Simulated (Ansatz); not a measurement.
Cost and result for the atomization energy of `B[O][AlH][CH3]` (10 atoms, 9 bonds).

Cartesian coordinates in Å:
```
B 0.5100 -2.2163 0.8231
O 0.5001 -0.9080 0.5804
Al 0.4877 0.7541 0.2737
C -0.8272 1.4731 -0.9571
H -0.1527 -2.6608 1.7266
H 1.1799 -2.9458 0.1360
H 1.5803 1.5994 1.0402
H -1.4674 0.6973 -1.3828
H -0.3406 2.0022 -1.7831
H -1.4700 2.2050 -0.4569
```

The species carries charge 0 and has multiplicity 1. The geometry is a stationary point of PBE0-D4/def2-TZVP. It is one conformer, not always the lowest. Program: Ansatz. All runs use 2 threads of an Arm Neoverse V1 on a shared host. Times are those of one run each, without the atoms' runs, and a repeat can differ threefold. Electronic energies, without spin–orbit coupling; frozen cores. CCSD(T)/CBS adds CCSD(T) − MP2 in def2-TZVPP to the MP2 limit, and its time is that of the two runs behind it. T1 = 0.013. HSE06 is the plane-wave form, built on full-range PBE exchange.

CCSD(T)/CBS is a level of theory with its own doubt, some kJ/mol a heavy atom from the limit and from the frozen cores, so smaller differences don't rank the functionals.

```tsv
level	functions	wall time
BLYP-D4/def2-TZVPP	219	2.4 s
CCSD(T)/def2-SVP	90	3.1 s
PBE0-D4/def2-TZVPP	219	3.3 s
HSE06-D4/def2-TZVPP	219	3.5 s
CAM-B3LYP-D4/def2-TZVPP	219	3.8 s
r2SCANh-D4/def2-TZVPP	219	5.5 s
B2PLYP/def2-TZVPP	219	5.5 s
PBE-QIDH/def2-TZVPP	219	6 s
r2SCAN-D4/def2-TZVPP (with forces)	219	6.5 s
ωB97M-V/def2-TZVPP (with forces)	219	14 s
MP2/def2-QZVPP	421	22 s
CCSD(T)/def2-TZVPP	219	82 s
CCSD(T)/CBS(def2)	–	100 s
```

Task: What atomization energy does each give, and how far from CCSD(T)/CBS? (Best estimate.)

Result: The calculation gave: 
| level | atomization (kcal/mol) | difference from CCSD(T)/CBS | per bond |
| --- | --- | --- | --- |
| BLYP-D4/def2-TZVPP | 872.2 | -3.0 | -0.3 |
| CCSD(T)/def2-SVP | 835.7 | -39.5 | -4.4 |
| PBE0-D4/def2-TZVPP | 870.4 | -4.8 | -0.5 |
| HSE06-D4/def2-TZVPP | 870.8 | -4.4 | -0.5 |
| CAM-B3LYP-D4/def2-TZVPP | 882.4 | 7.2 | 0.8 |
| r2SCANh-D4/def2-TZVPP | 875.3 | 0.1 | 0.0 |
| B2PLYP/def2-TZVPP | 869.7 | -5.5 | -0.6 |
| PBE-QIDH/def2-TZVPP | 869.0 | -6.2 | -0.7 |
| r2SCAN-D4/def2-TZVPP (with forces) | 879.7 | 4.5 | 0.5 |
| ωB97M-V/def2-TZVPP (with forces) | 878.8 | 3.6 | 0.4 |
| MP2/def2-QZVPP | 879.8 | 4.6 | 0.5 |
| CCSD(T)/def2-TZVPP | 855.6 | -19.6 | -2.2 |
| CCSD(T)/CBS(def2) | 875.2 | 0.0 | 0.0 |

At CCSD(T), def2-SVP lies −39.6 kcal/mol from the extrapolated value and def2-TZVPP −19.6 kcal/mol: correlation converges slowly with the basis, and small sets miss more of it in the bonded molecule than in its fragments. From r2SCAN to r2SCAN0 (25 % exact exchange), in def2-TZVPP and without D4, the atomization energy moves by −10.7 kcal/mol: exact exchange takes away binding that semilocal exchange gives to molecules. In def2-TZVPP, CCSD(T) changes the Hartree–Fock value by +180.2 kcal/mol (the triples alone add +9.1 kcal/mol) and MP2 by +192.7 kcal/mol; breaking electron pairs costs correlation energy, which Hartree–Fock lacks.
